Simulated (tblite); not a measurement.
**Question.** Give a GFN2-xTB geometry of `CC(C)c1cnncc1C#N`.

**Answer.** 
```
atom  x, y, z in Å
C1    -1.704   -0.615    1.134
C2    -1.008    0.282    0.108
C3    -1.724    0.224   -1.244
C4     0.430   -0.124   -0.048
C5     0.815   -1.392   -0.500
N6     2.067   -1.770   -0.644
N7     3.044   -0.959   -0.364
C8     2.794    0.255    0.067
C9     1.486    0.738    0.249
C10    1.287    2.058    0.717
N11    1.163    3.132    1.098
H12   -2.728   -0.281    1.281
H13   -1.188   -0.576    2.091
H14   -1.725   -1.648    0.795
H15   -1.036    1.316    0.473
H16   -1.750   -0.793   -1.626
H17   -2.746    0.577   -1.135
H18   -1.219    0.855   -1.973
H19    0.082   -2.142   -0.760
H20    3.654    0.875    0.279
```

Orientation and origin are arbitrary. Atoms count from 1 in this order. The 6-membered ring C4–C5–N6–N7–C8–C9 has internal angles of 114.8° to 123.9° (sum 720°, against 720° for a flat polygon); it is planar, 0.00 Å rms from its mean plane, widest ring torsion 0°. The C–N distances run from 1.146 Å (C10≡N11, drawn triple) to 1.316 Å (C5–N6, aromatic), a spread of 0.170 Å. Of the pairs four or more bonds apart, C10···H15 is among the closest relative to their van der Waals radii: 2.45 Å, 85 % of the sum of Bondi's values. N7 (pyridine-type nitrogen) is bent (angle 120.3°).

Bonds between heavy atoms (Å): C1–C2 1.531, C2–C3 1.531, C2–C4 1.502, C4–C5 1.400, C5–N6 1.316, N6–N7 1.300, N7–C8 1.312, C8–C9 1.407, C9–C10 1.414, C10≡N11 1.146, C4–C9 1.396.

Computed geometry: GFN2-xTB, gas phase.

Point group: Cs (tolerance 0.08 Å). Its GFN2-xTB frequencies are all real (lowest 24 cm⁻¹). One conformer, not necessarily the lowest (C1–C2–C4–C5 61°). 2 starts were optimised and ended at 0.00 and 0.15 kcal/mol (GFN2-xTB); the lowest of these is shown.
